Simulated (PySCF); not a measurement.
**NMR data sheet: C6H9ClSi**

```yaml
Formula: C6H9ClSi
SMILES: C#C/C=C(\Cl)[SiH](C)C
InChI: InChI=1S/C6H9ClSi/c1-4-5-6(7)8(2)3/h1,5,8H,2-3H3/b6-5+
Point_group_of_the_computed_structure: Cs
Degrees_of_unsaturation: 3
Carbon_signals: 5
Proton_signals: 4
```

Atom-mapped SMILES (the numbers label the heavy atoms): `[CH:1]#[C:2]/[CH:3]=[C:4](\[Cl:5])[SiH:6]([CH3:7])[CH3:8]`; H(Xn) means a hydrogen on atom n.

- GIAO PBE0/pcSseg-1 shieldings
- coordinates at the GFN2-xTB level
- run in PySCF 2.14.0 with density-fitted response routines
- one computed conformer, isolated molecule, equivalent nuclei averaged, non-relativistic

Shifts are taken against calculated references (same method and geometry level): TMS for ¹H (31.72 ppm), ¹³C (186.93 ppm), ²⁹Si (349.16 ppm).

| carbon | δC, type | δH (multiplicity) | HMBC from (2–3 bonds) | span of the C tensor (ppm) |
| --- | --- | --- | --- | --- |
| C1 | 98.4, CH | 3.25 (d) | H(C3) | 156 |
| C2 | 82.4, C | – | H(C3), H(C1) | 293 |
| C3 | 125.6, CH | 6.26 (d) | H(Si6), H(C1) | 193 |
| C4 | 166.1, C | – | H(C3), H(Si6), H(C7)/H(C8) | 224 |
| C7/C8 | -3.5, CH3 | 0.28 (d) | H(Si6), H(C7)/H(C8) | 12 |

Other nuclei:
```
 atoms  nucleus                          environment  δ (ppm)  σ (ppm)
H(Si6)       ¹H  hydrogen on a silicon bonded to 3 C     4.56    27.16
   Si6     ²⁹Si             silicon bonded to 3 C, H    -14.8    364.0
```

- Carbon types of the structure: 2 × C, 2 × CH, 2 × CH3, leaving 1 H on heteroatoms.
- δC 166.1: fully substituted alkene carbon.
- δC 125.6: alkene CH; the olefinic region.
- δC 98.4: terminal alkyne carbon; sp carbons lie upfield of alkene carbons because the cylindrical π system leaves one tensor component strongly shielded.
- δC 82.4: alkyne carbon; sp carbons lie upfield of alkene carbons because the cylindrical π system leaves one tensor component strongly shielded.
- δC -3.5: methyl carbon bonded to Si; an electropositive neighbour leaves it electron-rich and shielded.

Carbons that carry Cl, above all several Cl atoms, come out too deshielded, partly because spin–orbit coupling is missing. Shifts are as computed. Against solution values, carbons near 30 ppm lie about +3 ppm off and those near 130 ppm about +5 ppm; carbons on Cl a further +6 ppm. Of 1309 compounds with measured shifts, 239 miss one by over three times the rms of a fit or turn the order of signals round; such compounds aren't used in these exercises. Multiplicities follow the n + 1 count of equivalent neighbours, as no J values were calculated; m marks all less simple cases, F and P coupling included.
